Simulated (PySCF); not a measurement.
A series of substituents X on one scaffold: HS-X. Isolated molecules, 0 K electronic values unless said otherwise. One relaxed conformer stands for each flexible species; it need not be the lowest. Strings in code marks are SMILES.

The HOMO from two functionals at the same geometries (B3LYP-D3(BJ)/def2-TZVP), both in PySCF: PBE-D3(BJ)/def2-TZVP and B3LYP-D3(BJ)/def2-TZVP. B3LYP has the VWN-RPA correlation part, as in Gaussian. 

| species | B3LYP-D3(BJ)/def2-TZVP (eV) |
|---|---|
| X = dimethylamino (`CN(C)S` (C–N–S–H torsion 67°)) | -6.66 |
| X = silyl (`S[SiH3]`) | -7.24 |
| X = borono (`OB(O)S`) | -7.32 |
| X = trifluorosilyl (`F[Si](S)(F)F`) | -8.27 |
| X = methylamino (`SNC` (C–N–S–H torsion 61°)) | -6.68 |
| X = AlH2 (`[AlH2][SH]`) | -7.57 |

Task: What does PBE-D3(BJ)/def2-TZVP give for each?

Result: 
- X = dimethylamino (`CN(C)S` (C–N–S–H torsion 67°)): -5.53
- X = silyl (`S[SiH3]`): -6.27
- X = borono (`OB(O)S`): -6.30
- X = trifluorosilyl (`F[Si](S)(F)F`): -7.22
- X = methylamino (`SNC` (C–N–S–H torsion 61°)): -5.61
- X = AlH2 (`[AlH2][SH]`): -6.67
Over these rows, drawn at random from the members with no instability flagged (it was tested for open shells, ions and some series alone), PBE minus B3LYP-D3(BJ): mean +1.03 eV, from +0.90 eV to +1.13 eV.
